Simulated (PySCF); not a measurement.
Predicted microwave data (PBE0/pcSseg-1 in PySCF (dipole) on a GFN2-xTB geometry, gas phase) for one isomer of C5H9FN2Si:

* Rotational constants: A = 2871, B = 919.9, C = 708.4 MHz
* Dipole components: |μa| = 1.85 D, |μb| = 1.72 D, |μc| = 0.00 D
* Inertial defect: -12.04 u·Å²
* κ: -0.80

Problem. Which structure is it? (One computed conformer of each.)
A. `[CH3:1][C@H:2]([NH:3][SiH3:4])/[C:5]([C:6]#[N:7])=[CH:8]/[F:9]` with C1–C2–N3–Si4 152°, C1–C2–C5–C6 -65°
B. `[CH3:1][CH2:2][c:3]1[c:4]([F:5])[cH:6][n:7][n:8]1[SiH3:9]` with C1–C2–C3–C4 87°
C. `[N:1]#[C:2][C@@H:3]1[CH2:4][CH2:5][C@H:6]1[NH:7][SiH2:8][F:9]` with C5–C6–N7–Si8 -162°, C6–N7–Si8–F9 -179°, C2–C3–C4–C5 -131°, C3–C4–C5–C6 13°, C4–C5–C6–N7 -134°, C2–C3–C6–C5 132°
D. `[CH3:1][SiH2:2][n:3]1[n:4][cH:5][c:6]([F:7])[c:8]1[CH3:9]` with C1–Si2–N3–N4 0°
E. `[CH3:1][c:2]1[c:3]([CH2:4][F:5])[cH:6][n:7][n:8]1[SiH3:9]` with C2–C3–C4–F5 -55°
F. `[N:1]#[C:2][C@:3]1([F:4])[CH2:5][CH2:6][NH:7][CH2:8][SiH2:9]1` with C2–C3–C5–C6 -66°, C3–C5–C6–N7 -67°, C5–C6–N7–C8 68°, C6–N7–C8–Si9 -58°

Solution. D. It is C[SiH2]n1ncc(F)c1C, an asymmetric top, point group Cs. The candidates at the same level (rigid rotor, commonest isotopes):

| SMILES | A (MHz) | B (MHz) | C (MHz) | μa (D) | μb (D) | μc (D) | Δ (u·Å²) | point group | rotor |
| --- | --- | --- | --- | --- | --- | --- | --- | --- | --- |
| N#C[C@@H]1CC[C@H]1N[SiH2]F | 2238 | 769.4 | 611.3 | 0.36 | 3.56 | 0.55 | -55.91 | C1 | asymmetric top |
| Cc1c(CF)cnn1[SiH3] | 2853 | 879.8 | 705.2 | 0.98 | 1.37 | 1.32 | -34.93 | C1 | asymmetric top |
| C[SiH2]n1ncc(F)c1C | 2871 | 919.9 | 708.4 | 1.85 | 1.72 | 0.00 | -12.04 | Cs | asymmetric top |
| N#C[C@]1(F)CCNC[SiH2]1 | 1807 | 1210 | 1106 | 3.30 | 1.18 | 2.02 | -240.51 | C1 | asymmetric top |
| CCc1c(F)cnn1[SiH3] | 1848 | 1221 | 787.9 | 1.60 | 2.07 | 0.32 | -45.97 | C1 | asymmetric top |
| C[C@H](N[SiH3])/C(C#N)=C/F | 1792 | 874.1 | 690.8 | 4.05 | 0.53 | 2.27 | -128.56 | C1 | asymmetric top |

`N#C[C@]1(F)CCNC[SiH2]1` has C 56 % too high; `N#C[C@@H]1CC[C@H]1N[SiH2]F` has A 22 % too low; `CCc1c(F)cnn1[SiH3]` has A 36 % too low; `C[C@H](N[SiH3])/C(C#N)=C/F` has A 38 % too low; `Cc1c(CF)cnn1[SiH3]` has B 4 % too low. In the right answer the mirror of this Cs structure is the ab plane, so μc vanishes by symmetry. No structure here is proved a minimum.
